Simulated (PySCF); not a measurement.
Computed IR spectrum (relative IR intensity) of a molecule C3H3F3. Geometry: r2SCAN-D4/def2-SVP. One conformer was computed; it need not be the lowest. Level of theory: r2SCAN-D4/def2-SVP (PySCF). Frequencies are harmonic and unscaled.

Lines under 2 % of the strongest are left out, and lines within 2 cm⁻¹ are merged.

```csv
ν (cm⁻¹),relative intensity
485,5.6
613,3.9
742,13
840,8.4
884,5.0
997,7.1
1005,22
1058,35
1115,9.0
1191,40
1276,100
1333,49
1524,67
3161,4.5
```

Q: Pick the molecule that these values belong to.
A. C=CC(F)(F)F
B. F[C@H]1[C@H](F)[C@H]1F
C. F[C@H]1CC1(F)F
D. CC(F)=C(F)F

A: C, F[C@H]1CC1(F)F
